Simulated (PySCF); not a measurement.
Ligands exchanged one at a time, Ga F-SiH3. Isolated molecules, 0 K electronic values unless said otherwise. Strings in code marks are SMILES.

Calculation: PySCF with PBE-D3(BJ)/def2-TZVP // r2SCAN-D4/def2-TZVP. All candidates: neutral, multiplicity 1. Excitations are Tamm–Dancoff values on a coarser integration grid. The basis has no diffuse functions, so Rydberg states are missing or too high.

```json
{
 "LUMO": "-2.94 eV",
 "HOMO": "-6.38 eV",
 "T1 excitation (TDA)": "3.14 eV"
}
```

Say which member has these values.
A. `[F][Ga]([F])[F]`
B. `[SiH3][Ga]([SiH3])[SiH3]`
C. `[F][Ga]([SiH3])[SiH3]`
D. `[F][Ga]([F])[SiH3]`

C, `[F][Ga]([SiH3])[SiH3]`. The others give `[F][Ga]([F])[SiH3]`: -2.52 eV, -7.81 eV, 4.87 eV; `[SiH3][Ga]([SiH3])[SiH3]`: -3.37 eV, -6.29 eV, 2.64 eV; `[F][Ga]([F])[F]`: -3.37 eV, -9.66 eV, 6.10 eV
